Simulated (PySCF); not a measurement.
# Correlation energy of I²⁺ (iodine, charge +2)

[Kr] 4d10 5s1 5p3 6s1, high-spin 6S determinant (an excited configuration). Calculation: PySCF 2.14, in aug-cc-pwCVTZ-DK3 (10s9p7d4f1g, 109 functions); scalar relativity by spin-free X2C-1e. Frozen: [Kr] 4d10; 5 electrons correlated.

```json
{"level": "CCSD", "correlation energy (mhartree)": "-36.27"}
{"level": "(T)", "correlation energy (mhartree)": "-0.67"}
{"level": "CCSD(T)", "correlation energy (mhartree)": "-36.94"}
```

Diagnostics: T1 = 0.0068, D1 = 0.0211, largest double amplitude 0.032.

The outer electron is Rydberg-like, and this basis confines it to a smaller radius and binds it less than a complete one would.

Cost of the coupled-cluster step: of the order of 29 core-seconds, for 5 correlated electrons.

Iterations:

```
CC2 = 0
CCSD nocc = (np.int64(5), np.int64(0)), nmo = (86, 86)
frozen orbitals [[0, 1, 2, 3, 4, 5, 6, 7, 8, 9, 10, 11, 12, 13, 14, 15, 16, 17, 18, 19, 20, 21, 22], [0, 1, 2, 3, 4, 5, 6, 7, 8, 9, 10, 11, 12, 13, 14, 15, 16, 17, 18, 19, 20, 21, 22]]
max_cycle = 100
direct = 0
conv_tol = 1e-08
conv_tol_normt = 1e-06
diis_space = 8
diis_start_cycle = 0
Init t2, MP2 energy = -0.0288487558821707
Init E_corr(UCCSD) = -0.0288487559215881
cycle = 1  E_corr(UCCSD) = -0.0344972763214823  dE = -0.0056485204  norm(t1,t2) = 0.0287963
cycle = 2  E_corr(UCCSD) = -0.0357964932737425  dE = -0.00129921695  norm(t1,t2) = 0.00897867
cycle = 3  E_corr(UCCSD) = -0.0363047158147898  dE = -0.000508222541  norm(t1,t2) = 0.00320504
cycle = 4  E_corr(UCCSD) = -0.0362739805261382  dE = 3.07352887e-05  norm(t1,t2) = 0.000340286
cycle = 5  E_corr(UCCSD) = -0.0362740621534849  dE = -8.16273466e-08  norm(t1,t2) = 2.39637e-05
cycle = 6  E_corr(UCCSD) = -0.0362739610467603  dE = 1.01106725e-07  norm(t1,t2) = 1.74393e-06
cycle = 7  E_corr(UCCSD) = -0.0362739801048463  dE = -1.9058086e-08  norm(t1,t2) = 2.01546e-07
cycle = 8  E_corr(UCCSD) = -0.0362739785323488  dE = 1.5724975e-09  norm(t1,t2) = 2.71364e-08
UCCSD converged
E(UCCSD) = -7110.660451308679  E_corr = -0.03627397853234877
UCCSD(T) correction = -0.000665667149906207
```
